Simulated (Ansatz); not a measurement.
System: CH7ClNSi2, charge 0, multiplicity 2. It need not be the lowest isomer of its formula. 
Geometry from a B3LYP-D3(BJ)/def2-TZVP (Ansatz, a quantum-chemistry and plane-wave program) optimisation:
```xyz
12

Si     0.5473     0.3433    -0.6078
C      1.3800    -1.3126    -0.6762
Cl     1.3355     1.3964     1.0085
N     -1.1607     0.1660    -0.4559
Si    -2.1026    -1.1154     0.2503
H      0.8274     1.1862    -1.7862
H      1.0005    -1.9032    -1.5120
H      2.4555    -1.1795    -0.8029
H      1.2175    -1.8743     0.2447
H     -1.6811     1.0231    -0.6019
H     -1.4392    -2.4050    -0.0805
H     -3.4650    -1.0634    -0.3514
```
Charge 0, spin multiplicity 2.

Parts of the frozen-core correlation energy in cc-pV(T+d)Z (Ansatz, hartree). Frozen orbitals: 17; correlated occupied orbitals by spin: 16 and 15; virtual: 242 and 243. Open shells are spin-unrestricted. No spin-orbit coupling. No relativistic terms.

| term | value |
|---|---|
| reference (HF) | -1133.93844 |
| MP2 opposite-spin | -0.62112 |
| MP2 same-spin | -0.18113 |
| CCSD correlation | -0.86418 |
| (T) | -0.03467 |
| T1 diagnostic | 0.013 |
| largest doubles amplitude | 0.015 |
| <S^2> of the reference | 0.755 |
